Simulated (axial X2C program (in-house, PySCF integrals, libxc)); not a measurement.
Worked dissociation energy of GaP⁻: PBE0, scalar-relativistic

Computed with an in-house relativistic program for diatomic molecules. Spin-free means the one-electron spin-free X2C Hamiltonian. Basis: Ga dyall-acv3z [10s10p8d5f1g], P dyall-av3z [9s8p3d2f] (cores contracted in-house); Gaussian nuclei, density fitting, unrestricted open shells. Masses: Ga 68.926 u, P 30.974 u.

Molecular state: M_S = 1/2, Λ = 0 (beyond evenly filled blocks: σα).

| Quantity | Value |
| --- | --- |
| E(Ga) (2M_S = 1, M_L = 0) | -1943.633212 hartree |
| E(P-) (2M_S = 2, M_L = 0) | -341.998275 hartree |
| E(GaP⁻) at Re | -2285.749610 hartree |
| ωe | 437.2 cm⁻¹ |
| ωexe | 1.69 cm⁻¹ |

Question: Work out De and D0.

Answer: De = -1943.633212 + (-341.998275) − (-2285.749610) = 0.11812 hartree = 3.214 eV. The zero-point energy is ωe/2 − ωexe/4 = 218 cm⁻¹ = 0.027 eV, so D0 = 3.187 eV.

The state is a single determinant with fixed occupations, the lowest that a limited PBE0 search found. Dissociation energies refer to the lowest single-determinant-based atoms at the same level and basis. Other states lie close and PBE0, whose exact exchange favours high spin, may order them wrongly; the determinant shown need not be the ground state. The nearest other spin-free determinant of the search, M_S = 1/2, Λ = 1, lies 0.19 eV up at the distance of the search. The highest occupied level of some functionals is positive through self-interaction error; at Hartree–Fock it is bound. Spin-free De lacks the spin–orbit lowering of the heavy p-block atom, a tenth of an eV or more for 4p and 5p, up to an eV for 6p and one to two eV for 7p atoms, less what an open-shell molecule gains itself.

Each atomic determinant is the lowest at this level and need not be a pure term. Totals compare only within one Hamiltonian and basis.
